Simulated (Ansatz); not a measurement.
Reaction (ligand exchange at the Si–C bond): `[SiH3]C(Cl)Cl` + `NB(F)F` → `FB(F)N[SiH3]` + `ClCCl`

Program: Ansatz. Geometries: PBE0-D4/def2-TZVP. ΔE: electronic, gas phase. CCSD(T)/CBS is the MP2 limit (def2-TZVPP, def2-QZVPP) plus CCSD(T) − MP2 in def2-TZVPP, frozen cores. This one scheme is used for every species. DFT in def2-TZVPP. B3LYP here is the variant with VWN-RPA as its local correlation; programs differ in this. HSE06 is defined as in plane-wave codes. Each species was taken in one conformer, which may not be the lowest.

```
             level  ΔE (kcal/mol)  difference from CCSD(T)/CBS
       LDA (SPW92)          -10.1                          2.5
            PBE-D4          -10.6                          2.0
         revPBE-D4          -10.7                          1.9
           BLYP-D4          -11.7                          0.9
         r2SCAN-D4          -12.3                          0.3
            B97M-V          -13.3                         -0.7
          B3LYP-D4          -12.5                          0.1
        r2SCANh-D4          -12.5                          0.1
        r2SCAN0-D4          -12.8                         -0.2
          HSE06-D4          -11.7                          0.9
          BHLYP-D4          -13.7                         -1.1
      CAM-B3LYP-D4          -13.3                         -0.7
           ωB97X-V          -12.9                         -0.3
            B2PLYP          -13.3                         -0.7
          PBE-QIDH          -12.8                         -0.2
               PBE          -11.1                          1.5
            revPBE          -11.6                          1.0
              BLYP          -12.8                         -0.2
            r2SCAN          -12.4                          0.2
              PBE0          -12.2                          0.4
             B3LYP          -13.5                         -0.9
           r2SCANh          -12.6                          0.0
           r2SCAN0          -13.0                         -0.4
             HSE06          -12.1                          0.5
             BHLYP          -14.7                         -2.1
         CAM-B3LYP          -13.8                         -1.2
RPA@PBE/def2-TZVPP          -13.0                         -0.4
       HF/def2-SVP          -15.2                         -2.6
     CCSD/def2-SVP          -12.4                          0.2
  CCSD(T)/def2-SVP          -12.0                          0.6
     HF/def2-TZVPP          -16.8                         -4.2
    MP2/def2-TZVPP          -12.7                         -0.1
SCS-MP2/def2-TZVPP          -13.6                         -1.0
   CCSD/def2-TZVPP          -13.6                         -1.0
CCSD(T)/def2-TZVPP          -12.9                         -0.3
    MP2/def2-QZVPP          -12.6                          0.0
SCS-MP2/def2-QZVPP          -13.5                         -0.9
      HF/CBS(def2)          -17.0                         -4.4
     MP2/CBS(def2)          -12.4                          0.2
    CCSD/CBS(def2)          -13.2                         -0.6
       CCSD(T)/CBS          -12.6                            0
```

Largest T1 diagnostic among the species: 0.012.

From BLYP to BHLYP (50 % exact exchange), in def2-TZVPP and without D4, ΔE moves by −1.9 kcal/mol. In def2-TZVPP, CCSD(T) changes the Hartree–Fock value by +3.9 kcal/mol (the triples alone add +0.7 kcal/mol) and MP2 by +4.0 kcal/mol.
